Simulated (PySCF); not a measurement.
## Working out the excitation energy of Li

Li [He] 2s1 (2S) → Li [He] 3d1 (2D). Calculation: PySCF 2.14, in aug-cc-pCVTZ-DK (7s6p4d2f, 59 functions); scalar relativity by spin-free X2C-1e. Frozen: nothing. Energies in hartree (1 hartree = 27.21139 eV):

```tsv
part	Li (lower)	Li (upper)
UHF	-7.433380	-7.273044
CCSD correlation	-0.041562	-0.040315
(T)	-0.000022	-0.000002
```

Question: What does Hartree-Fock give?

Answer: (-7.273044) − (-7.433380) = 0.160336 hartree = 4.363 eV.

Question: What do CCSD and CCSD(T) give?

Answer: The CCSD correlation energies differ by 0.001247 hartree = 0.034 eV and the triples by 0.000020 hartree = 0.001 eV, so CCSD gives 4.397 eV and CCSD(T) 4.398 eV.

Measured between the centres of the two terms (NIST): 3.879 eV, so CCSD(T) (valence and next inner shell) is off by 0.519 eV.

What remains against the reference includes basis incompleteness and higher excitations.
